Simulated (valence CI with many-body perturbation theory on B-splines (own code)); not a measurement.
## Te XIII: what each term of the Hamiltonian does

Calculated by relativistic CI+MBPT: four valence electrons over a frozen Dirac-Fock core [Kr], radial functions for each j: 9 s, 9 p, 10 d, 8 f, 5 g, 3 h, 1 i, with the one-electron correlation potential Σ1, the two-electron term Σ2, the three-electron term Σ3, Breit, model QED; selected CI, second order for the rest, scaled by the run's own slope (own B-spline code, finite nucleus).

No measured levels were compared; by estimate terms of the open shell hold to 2 to 4 % of their energy, and close levels can change places. Core correlation moves these levels by up to 6700 cm⁻¹, and in measured spectra 5 to 20 % of such shifts remained as error; rates that hang on mixing are uncertain with them. The list stops below the first excitations out of the core. Only levels of the ground parity were solved; by the run's estimate the other parity begins above the list, which can be wrong where configurations are misplaced.

Each rung adds one term. CI alone is the Dirac-Coulomb CI over the frozen core; QED comes last and gives the full result, which names the levels. Energies are above 4d⁴ ⁵D_0 on the same rung, in cm⁻¹.

Names give the largest LS component (configuration and term), which can be under half, so a name can repeat, a term be missing and a line seem to break the LS rules; names also repeat where a configuration has a term twice. Letters in brackets count levels of one name in rising energy.

| Level | CI alone | Σ1 | Σ2 | Σ3 | Breit | QED | Full |
| --- | --- | --- | --- | --- | --- | --- | --- |
| 4d⁴ ⁵D_1 | 4906 | +195 | -4.7 | +160 | -301 | +29 | 4983 |
| 4d⁴ ⁵D_2 | 10033 | +336 | +6.7 | +192 | -531 | +49 | 10086 |
| 4d⁴ ⁵D_3 | 14671 | +421 | +8.1 | +155 | -684 | +60 | 14631 |
| 4d⁴ ⁵D_4 | 18662 | +453 | -26 | +59 | -766 | +63 | 18444 |
| 4d⁴ ³P_0 [a] | 31409 | +299 | +987 | -701 | -357 | +38 | 31674 |
| 4d⁴ ³H_4 | 36874 | +350 | -2652 | -723 | -484 | +37 | 33402 |
| 4d⁴ ³G_3 | 43296 | +412 | -1912 | -1026 | -505 | +45 | 40309 |
| 4d⁴ ³H_5 | 44808 | +535 | -3159 | -636 | -779 | +61 | 40831 |
| 4d⁴ ³P_1 [a] | 42538 | +486 | +762 | -559 | -627 | +62 | 42663 |
| 4d⁴ ³F_2 [a] | 44334 | +403 | -746 | -837 | -500 | +47 | 42702 |
| 4d⁴ ³H_6 | 48818 | +600 | -3498 | -606 | -933 | +67 | 44448 |
| 4d⁴ ³G_4 | 51363 | +666 | -1963 | -838 | -894 | +79 | 48413 |
| 4d⁴ ³P_2 [a] | 53463 | +588 | -564 | -1042 | -747 | +68 | 51764 |
| 4d⁴ ³F_4 [a] | 55271 | +606 | -1900 | -1208 | -890 | +76 | 51956 |
| 4d⁴ ³F_3 [a] | 57041 | +676 | -1787 | -1053 | -850 | +78 | 54106 |
| 4d⁴ ³D_3 | 60850 | +578 | -1918 | -1533 | -815 | +75 | 57237 |
| 4d⁴ ³G_5 | 62893 | +834 | -2538 | -1005 | -1232 | +105 | 59057 |
| 4d⁴ ³P_2 [b] | 63512 | +653 | +92 | -986 | -956 | +91 | 62407 |
| 4d⁴ ¹I_6 | 68553 | +838 | -4277 | -892 | -1223 | +99 | 63097 |

The middle columns are the shifts that each term adds.

(1) How does the ionisation energy move along the ladder, and which term matters most?

Answers

(1) CI alone 269.10, + Σ1 271.13, + Σ2 272.84, + Σ3 272.88, + Breit 272.83, + QED 272.84 eV. The largest step is Σ1, 2.03 eV. NIST lists 272 ± 3 eV (theoretical).
